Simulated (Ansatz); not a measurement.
The same molecule with X = O, S, Se. Ansatz, PBE0-D4/def2-TZVP geometries, multiplicity 1. Each molecule was computed in one conformer, which needn't be the lowest.

Scalar relativity is left out up to krypton.

| X | molecule | mean X–B bond length / Å | mean X–H bond length / Å | size of the dipole moment (ωB97M-V/def2-TZVPP) / D | HOMO–LUMO gap (PBE/def2-TZVPP) / eV | HOMO–LUMO gap (PBE0/def2-TZVPP) / eV |
| --- | --- | --- | --- | --- | --- | --- |
| O | `[OH2+][B-](Cl)(Cl)Cl` | 1.656 | 0.970 | 4.74 | 5.52 | 7.83 |
| Se | `Cl[B-](Cl)(Cl)[SeH2+]` | 2.307 | 1.470 | 4.35 | 5.01 | 7.26 |

Question: Give the row for X = S, `[SH2+][B-](Cl)(Cl)Cl`. (An estimate is asked.)

Answer: The calculation gave: 
```
X                molecule  mean X–B bond length / Å  mean X–H bond length / Å  size of the dipole moment (ωB97M-V/def2-TZVPP) / D  HOMO–LUMO gap (PBE/def2-TZVPP) / eV  HOMO–LUMO gap (PBE0/def2-TZVPP) / eV
S  `[SH2+][B-](Cl)(Cl)Cl`                     2.105                     1.346                                                4.69                                 5.03                                  7.43
```

From O to Se the mean X–B bond length rises at each step, by 0.651 Å in all; the mean X–H bond length rises at each step, by 0.500 Å in all; the HOMO–LUMO gap (PBE/def2-TZVPP) falls at each step, by 0.51 eV in all; the HOMO–LUMO gap (PBE0/def2-TZVPP) falls at each step, by 0.57 eV in all. Bonds lengthen as the atom grows down the group. Dipoles are sizes alone, and their direction can turn along the series.

Spin–orbit coupling is left out; it splits and shifts lone-pair levels of the heavy atoms by tenths of an eV.
